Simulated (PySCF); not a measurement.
## Removal energies of P³⁺ from EOM-IP-GCCSD

Reference: closed-shell P³⁺, [Ne] 3s2; one electron is removed. Calculated with PySCF 2.14, two-component X2C-1e with screened spin-orbit coupling, x2c-TZVPPall-2c with one added diffuse shell each of s, p, d type (6s7p4d1f, 54 functions); frozen nothing; all 96 virtual spinors kept. No Breit or QED terms. Binding energies in eV.

```tsv
level	Koopmans	second order	EOM-CCSD
2p1/2	186.44	182.12	182.84
2p3/2	185.46	181.18	181.89
3s1/2	50.006	51.049	51.345
```

For comparison, the ionisation energy of P³⁺ is 51.444 eV (measured; NIST Atomic Spectra Database, ionization energies).

Only part of the computed levels is shown.

The screened spin-orbit operator tends to give fine-structure splittings of light species too large.
